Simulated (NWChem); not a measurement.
System: C₂Cl₃, doublet; SMILES ClC(=[C]Cl)Cl

Here is an NWChem input.

```
start job
memory heap 200 mb stack 900 mb global 1100 mb
geometry units angstroms noautosym nocenter noautoz
  Cl    -0.257614    -2.369548     0.000000
  C     -0.731065    -0.773739     0.000000
  C     -0.125763     0.412431     0.000000
  Cl     1.612989     0.596006     0.000000
  Cl    -1.042568     1.883903     0.000000
end
basis spherical
  Cl library def2-svp
  C library def2-svp
end
dft
  odft
  mult 2
  xc m06-2x
  iterations 150
end
cosmo
  do_cosmo_smd true
  solvent meg
end
task dft energy
```

In the optimisation the excess spin sits in a' (Cs, its own frame). Structure relaxed at the PBE-D3(BJ)/def2-SVP, spin-unrestricted level. No stability test was run on the SCF state. Solvent: ethylene glycol.

Level: M06-2X/def2-SVP with SMD (1 M gas to 1 M solution), gas-phase geometry. Reactions with the solvent are ignored.

**Question.** Give the results of this calculation. (M06-2X/def2-SVP, spin-unrestricted, SMD on the gas-phase geometry.) Quantities: solvation free energy (kcal/mol); cavity-dispersion-structure term (kcal/mol); dipole in solution (D).

**Answer.** solvation free energy (kcal/mol): 0.8
cavity-dispersion-structure term (kcal/mol): 1.2
dipole in solution (D): 0.99
